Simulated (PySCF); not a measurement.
This PySCF input asks for the NMR shieldings of SMILES CCP1C[C@@H](C)[C@@H]1[SiH3], C₆H₁₅PSi; the geometry comes from PBE0-D3(BJ)/def2-SVP.

```python
import basis_set_exchange as bse
import numpy as np
from pyscf import gto, dft
from pyscf.prop import nmr

atoms = """
C     3.151192   -0.329838   -0.570073
C     1.858631    0.462473   -0.429941
P     0.894439   -0.087457    1.067047
C    -0.025347   -1.554681    0.327698
C    -1.134447   -0.640367   -0.225827
C    -2.554021   -1.170956   -0.192708
C    -0.831909    0.583570    0.676840
Si   -1.090027    2.323451    0.017565
H     2.952773   -1.403884   -0.713191
H     3.783695   -0.228601    0.325755
H     3.737676    0.012720   -1.436483
H     2.085115    1.532785   -0.283898
H     1.253995    0.390027   -1.348858
H     0.512872   -2.184427   -0.396589
H    -0.393700   -2.200513    1.141884
H    -0.881692   -0.380487   -1.268456
H    -3.270595   -0.417939   -0.557849
H    -2.846797   -1.443589    0.834499
H    -2.658268   -2.069065   -0.822173
H    -1.394275    0.496662    1.625167
H    -0.439803    2.487495   -1.319577
H    -0.508816    3.330263    0.958745
H    -2.549466    2.617667   -0.145454
"""
names = dict.fromkeys(["C", "P", "Si", "H"], "pcSseg-1")
basis = {el: gto.basis.parse(bse.get_basis(n, elements=[el], fmt="nwchem")) for el, n in names.items()}
mol = gto.M(atom=atoms, basis=basis, charge=0, verbose=0)
mf = dft.RKS(mol, xc="CAM-B3LYP")
mf.grids.level = 2
mf.grids.alignment = dft.numint.BLKSIZE   # the property module wants whole blocks of grid points
mf.conv_tol = 1e-9
mf.kernel()

calc = nmr.RKS(mf)   # GIAO
C = mf.mo_coeff
Co = C[:, mf.mo_occ > 0]
resp = mf.gen_response(singlet=True, hermi=2)
def vind(x):   # induced exchange potential for any number of trial vectors
    d = np.einsum("pi,xij,qj->xpq", C, 2 * x.reshape(-1, C.shape[1], Co.shape[1]), Co, optimize=True)
    return np.einsum("xpq,pi,qj->xij", resp(d - d.transpose(0, 2, 1)), C, Co, optimize=True).ravel()
mo1, _ = nmr.rhf.solve_mo1(calc, with_cphf=vind)
sigma = calc.kernel(mo1)
for i, s in enumerate(sigma):   # ppm
    w = np.linalg.eigvalsh((s + s.T) / 2)
    print("%2d %-2s iso %8.1f  s11 %8.1f  s22 %8.1f  s33 %8.1f" % (i, mol.atom_pure_symbol(i), w.mean(), *w))
```

Problem. Give the expected output.

Solution. 
```
 0 C  iso    171.5  s11    161.6  s22    167.9  s33    185.1
 1 C  iso    161.3  s11    154.2  s22    164.1  s33    165.6
 2 P  iso    301.2  s11    199.1  s22    337.6  s33    367.0
 3 C  iso    152.8  s11    133.2  s22    153.2  s33    172.0
 4 C  iso    142.8  s11    116.8  s22    145.7  s33    165.7
 5 C  iso    156.6  s11    142.1  s22    144.6  s33    183.3
 6 C  iso    160.5  s11    140.7  s22    157.6  s33    183.1
 7 Si iso    417.3  s11    383.2  s22    405.5  s33    463.2
 8 H  iso     30.5  s11     25.3  s22     30.1  s33     36.0
 9 H  iso     30.3  s11     25.8  s22     28.0  s33     37.1
10 H  iso     29.9  s11     24.9  s22     27.2  s33     37.6
11 H  iso     30.0  s11     24.5  s22     30.1  s33     35.5
12 H  iso     29.2  s11     24.1  s22     30.1  s33     33.5
13 H  iso     29.9  s11     25.6  s22     28.4  s33     35.5
14 H  iso     29.8  s11     26.9  s22     28.5  s33     33.9
15 H  iso     28.4  s11     25.5  s22     28.9  s33     30.7
16 H  iso     30.2  s11     25.5  s22     28.4  s33     36.7
17 H  iso     30.4  s11     26.9  s22     29.1  s33     35.1
18 H  iso     30.2  s11     26.0  s22     27.4  s33     37.3
19 H  iso     30.3  s11     28.0  s22     29.3  s33     33.6
20 H  iso     27.5  s11     23.6  s22     27.6  s33     31.4
21 H  iso     27.6  s11     24.5  s22     25.2  s33     33.2
22 H  iso     27.5  s11     23.7  s22     25.7  s33     33.1
```

These numbers come from an equivalent density-fitted implementation of the same equations, which agrees with the script to about 0.01 ppm for H and up to a few tenths of a ppm for heavy atoms, so last digits may differ.

Size and cost of the density-fitted run: 225 basis functions, 70 s wall time on 1 thread of an Arm Neoverse V1, shared host; peak memory 1.2 GiB.
